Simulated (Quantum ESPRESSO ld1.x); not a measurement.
Coherent X-ray form factor from a spherical all-electron density. Calculated with ld1.x of Quantum ESPRESSO 7.5: scalar-relativistic Kohn-Sham, BLYP, spin-unpolarised, spherical densities, point nucleus.

sin(theta)/lambda (1/angstrom)  f0 (electrons)
0.05                                    58.536
0.1                                     55.387
0.15                                    51.963
0.2                                     48.564
0.25                                    45.254
0.3                                     42.150
0.4                                     36.813
0.5                                     32.522
0.6                                     28.948
0.8                                     23.340
1                                       19.516
1.25                                    16.472
1.5                                     14.263
2                                       10.440

The species is in the configuration that NIST lists as its ground one. Which atom or ion scatters so?

Answer. Neutral neodymium, [Xe] 4f4 6s2. Extrapolating in s^2 from the first two rows gives f0(0) = 59.6, near the electron count 60; among species with that count, the fall with angle is slower the higher Z, and the table is that of Z = 60; from so few rows the species is fixed only to a neighbour or two.
